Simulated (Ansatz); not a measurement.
One geometry of the cluster Li₇Al, several levels of theory.

```yaml
crystal:
  periodic: [false, false, false]
  atoms:
    - {symbol: Al, position_ang: [0.405131, 0.298879, -1.103625]}
    - {symbol: Li, position_ang: [0.996598, -1.643667, 0.789679]}
    - {symbol: Li, position_ang: [1.103857, 0.893252, 1.517484]}
    - {symbol: Li, position_ang: [-1.646341, 0.856594, -2.741325]}
    - {symbol: Li, position_ang: [-0.604212, 2.664718, -0.542580]}
    - {symbol: Li, position_ang: [-1.757435, -0.056404, 0.447344]}
    - {symbol: Li, position_ang: [2.295592, -1.094348, 3.495189]}
    - {symbol: Li, position_ang: [-0.793179, -1.919024, -1.862167]}
basis:
  gaussian: {orbitals: def2-TZVP, initial_orbitals: start.molden}
hamiltonian: {xc: pbe0, dispersion: d4}
scf: {omitted_lower_state_checks: [starts]}
output: {orbitals: {seedname: orbitals}}
```

The file start.molden holds the orbitals of an earlier run on this structure, at another level or in another basis.

```sh
$ ansatz run in.yaml --threads 4 --pin off --events-out ev --progress --plain --max-ram 3916MiB
```

Shortened log:

```
Functional definition: PBE0
1182 factors; their error is unknown
mean field evaluation 1: about -8007.8601 eV, gradient 5.2e1 eV
mean field evaluation 2: about -8018.8430 eV, gradient 1.3e1 eV
mean field evaluation 4: about -8022.9837 eV, gradient 7.0e-1 eV
mean field evaluation 8: about -8023.0077 eV, gradient 9.2e-5 eV
mean field -8023.00766035 eV, -294.8400933278 hartree, gradient 2.7e-5 eV, S^2 0.000000; 0 other end points of the search recorded, 0 dependent functions left out
reference -8023.00769947 eV, -294.8400947657 hartree; 17, 17 occupied and 118, 118 virtual orbitals, 1182 factors
Total energy: -8023.09645477 eV, -294.8433564627 hartree
Checks for a lower state left out: starts
```

It took 1.4 s on 4 threads of Arm Neoverse V2 on a shared host.

The first input with `hamiltonian: {xc: lda}` (abridged; 0.7 s):

```
Functional definition: SPW92
mean field -7975.38943016 eV, -293.0901556452 hartree, gradient 2.5e-5 eV, S^2 0.000000
Total energy: -7975.38947919 eV, -293.0901574472 hartree
Checks for a lower state left out: starts
```

As the first input, with `gaussian: {orbitals: def2-TZVPP, initial_orbitals: start.molden}`, `correlation: {method: ccsd_t}` and without the key `hamiltonian` (abridged; 24 s):

```
Functional definition: HF
mean field evaluation 16: about -7995.8139 eV, gradient 1.0e1 eV
mean field evaluation 32: about -7997.6077 eV, gradient 8.9e-1 eV
mean field evaluation 64: about -7998.1385 eV, gradient 2.4e-1 eV
mean field evaluation 96: about -7997.9766 eV, gradient 7.2e-1 eV
mean field -8001.33385563 eV, -294.0435956954 hartree, gradient 1.9e-6 eV, S^2 0.000000; 1 other end points of the search recorded, 0 dependent functions left out; unrestricted orbitals would lower it
determinant -8001.33385563 eV, -294.0435956954 hartree, with singles and doubles -8014.14528738 eV, -294.5144071286 hartree
determinant -7998.15577559 eV, -293.9268034082 hartree, with singles and doubles -8011.31680470 eV, -294.4104623071 hartree
5 core orbitals not correlated: weight in the atoms' cores, before any rotation towards them, 1.000 or more for the frozen orbitals, at most 0.000 for the correlated occupied ones
second order -11.35465295 eV of doubles, -0.00000000 eV of singles
cycle   1  -12.61620580 eV  change   -5.9e-1 eV  update   3.9e-2
cycle   2  -12.65238695 eV  change   -3.6e-2 eV  update   1.2e-2
cycle   3  -12.65162592 eV  change    7.6e-4 eV  update   5.4e-3
cycle   4  -12.65211011 eV  change   -4.8e-4 eV  update   2.8e-3
cycle   5  -12.65285134 eV  change   -7.4e-4 eV  update   1.8e-3
cycle   6  -12.65254144 eV  change    3.1e-4 eV  update   1.1e-3
cycle   7  -12.65245184 eV  change    9.0e-5 eV  update   5.8e-4
cycle   8  -12.65272418 eV  change   -2.7e-4 eV  update   2.5e-4
cycle   9  -12.65276489 eV  change   -4.1e-5 eV  update   1.2e-4
cycle  10  -12.65271951 eV  change    4.5e-5 eV  update   6.7e-5
cycle  11  -12.65271029 eV  change    9.2e-6 eV  update   3.0e-5
perturbative correction -0.63153573 eV, -0.0232085100 hartree
Total energy: -8014.61810164 eV, -294.5317827321 hartree
Checks for a lower state left out: starts
```

First input, but with `hamiltonian: {xc: {name: wB97M-V}}` (abridged; 6 s):

```
Functional definition: wB97M-V
mean field -8026.85611726 eV, -294.9815215109 hartree, gradient 2.2e-5 eV, S^2 0.000000
Total energy: -8026.85618080 eV, -294.9815238458 hartree
Checks for a lower state left out: starts
```

As the first input, with `hamiltonian: {xc: r2scan, dispersion: d4}` (abridged; 2.6 s):

```
Functional definition: r2SCAN
mean field -8027.76451659 eV, -295.0149045706 hartree, gradient 2.6e-5 eV, S^2 0.000000
Total energy: -8027.78554157 eV, -295.0156772244 hartree
Checks for a lower state left out: starts
```

The first input with `hamiltonian: {xc: pbe, dispersion: d4}`, `output: {forces: true, orbitals: {seedname: orbitals}}` (abridged; 1.4 s):

```
Functional definition: PBE
mean field -8021.75593535 eV, -294.7940932826 hartree, gradient 1.3e-5 eV, S^2 0.000000
Total energy: -8021.85821299 eV, -294.7978519167 hartree
Atom 0 force     0.038949    -0.009881     0.021438 eV/Å
Atom 1 force    -0.014783    -0.004287    -0.001984 eV/Å
Atom 2 force    -0.007787    -0.001024     0.008131 eV/Å
Atom 3 force    -0.003305    -0.012267     0.003261 eV/Å
Atom 4 force    -0.012141     0.013882    -0.003012 eV/Å
Atom 5 force     0.022485    -0.010840    -0.006426 eV/Å
Atom 6 force    -0.011542     0.008374    -0.032184 eV/Å
Atom 7 force    -0.011875     0.016042     0.010774 eV/Å
Dipole moment:    -0.594765     0.047635    -0.083276 e Å
Checks for a lower state left out: starts
```

Geometry: PBE0-D4/def2-TZVP.

Correlated methods freeze 5 core orbitals; core or outer-core shells of Li are correlated, in sets that lack core-valence functions. The restricted singlet is unstable towards broken spin symmetry in Hartree–Fock (as tested in another run); at PBE0-D4/def2-TZVP, LDA (SPW92)/def2-TZVP, ωB97M-V/def2-TZVP, r2SCAN-D4/def2-TZVP and others this wasn't settled. At CCSD(T)/def2-TZVPP the restricted singlet (for correlated methods, its reference) is unstable: a solution with broken spin symmetry lies lower. Another isomer (singlet) lies 0.26 eV lower at PBE0-D4/def2-TZVP; other spin states weren't run for this one.
